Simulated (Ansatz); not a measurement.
Ideal-gas functions of `[F][Zr]([Cl])([Cl])[Br]` at 600 K and 1 bar, from an Ansatz frequency run at PBE0-D4/def2-TZVP.

Molar mass 261.03 g/mol, point group Cs (symmetry number 1), electronic degeneracy 1, moments of inertia 379.957, 612.275, 743.206 u Å². Harmonic wavenumbers (cm⁻¹, unscaled): 82, 90, 104, 136, 145, 299, 411, 431, 692.

Use S(trans) = R[1.5 ln M + 2.5 ln T − 1.1517]; rotational temperatures θ = 24.2544 K / I; S(rot) = R[ln(√π/σ · √(T³/θAθBθC)) + 1.5]; for each mode x = 1.438777 ν̃/T, S = R[x/(eˣ − 1) − ln(1 − e⁻ˣ)] and H = RT x/(eˣ − 1); 1 cm⁻¹ = 0.0119627 kJ/mol; R = 8.31446 J/(mol·K).

Question: By hand: the entropy, in J/(mol·K).

Answer: Translation 192.8. Rotation: θ = 0.0638, 0.0396, 0.0326 K, giving 136.1. Vibration, mode by mode: 21.85, 21.08, 19.88, 17.67, 17.14, 11.26, 8.76, 8.40, 5.00, in all 131.0. Electronic 0.0. Sum 459.9 J/(mol·K).

Question: By hand: H − E and G − E in kJ/mol, counted from the electronic energy.

Answer: Zero-point energy ½ × 2390 × 0.0119627 = 14.3; thermal vibration 32.9; translation, rotation and pV give 4 RT = 20.0. H − E = 67.2 kJ/mol, and G − E = 67.2 − 600 × 459.9/1000 = -208.7 kJ/mol.

Vibration gives 28 % of the entropy, 97.6 J/(mol·K) of it from the modes under 150 cm⁻¹: soft modes count most, and the harmonic formula is weakest for them.
